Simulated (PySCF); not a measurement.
Al(PH2)3 (AlH6P3), SMILES [PH2][Al]([PH2])[PH2]. Atoms are numbered in the order given.

```xyz
10

Al    -0.0245     0.0059     0.0000
P     -0.1156    -2.3254     0.0000
H      0.8436    -2.4554     1.0519
H      0.8436    -2.4554    -1.0519
P      0.1229     1.1632    -2.0196
H     -0.8781     2.1208    -1.6682
H     -0.7832     0.2878    -2.6947
P      0.1229     1.1632     2.0196
H     -0.7832     0.2878     2.6947
H     -0.8781     2.1208     1.6682
```

Geometry: PBE0-D3(BJ)/def2-SVP. Other conformers were not sampled.

Level of theory: PySCF with PBE0-D3(BJ)/def2-SVP.

Frequencies are harmonic and unscaled.

Estimate the vibrational spectrum. (The exact figures need the calculation; the answer reports its results.)


```
mode  ν (cm⁻¹)  IR (km/mol)  Raman (Å⁴/amu)  depolarisation  moving atoms (share of kinetic energy)
----  --------  -----------  --------------  --------------  --------------------------------------
1           86          9.2             3.3            0.75                 P 75 %, H 15 %, Al 11 %
2           89          8.5             3.7            0.75                 P 78 %, Al 11 %, H 11 %
3          104          0.0             0.4            0.75                                  H 92 %
4          121          4.3             0.1            0.75                                  H 96 %
5          124         16.3             0.3            0.49                 H 45 %, Al 42 %, P 13 %
6          133          4.3             1.1            0.51                  H 64 %, Al 28 %, P 8 %
7          290          0.0            38.3            0.08                                  P 94 %
8          460         46.4             7.9            0.66                 Al 48 %, H 26 %, P 25 %
9          462         35.2            11.2            0.75                 Al 43 %, H 40 %, P 17 %
10         470         21.0             0.2            0.75                 H 66 %, P 24 %, Al 10 %
11         475          6.1             6.2            0.44                          H 81 %, P 13 %
12         541          0.1             0.0               –                                  H 98 %
13         555          0.5             0.6            0.74                 H 79 %, P 11 %, Al 10 %
14         646         17.1             9.3            0.75                         H 83 %, Al 13 %
15         652         15.5             5.9            0.61                         H 83 %, Al 12 %
16        1078         16.7            19.9            0.75                                  H 97 %
17        1081         27.8            13.5            0.72                                  H 97 %
18        1088         11.0            43.7            0.73                                  H 97 %
19        2397         11.8           263.2            0.07                                  H 97 %
20        2398          9.8            54.2            0.75                                  H 97 %
21        2400         47.9           174.3            0.03                                  H 97 %
22        2415          7.1           119.4            0.75                                  H 97 %
23        2416         44.0            65.4            0.75                                  H 97 %
24        2417         58.4           186.6            0.74                                  H 97 %
```
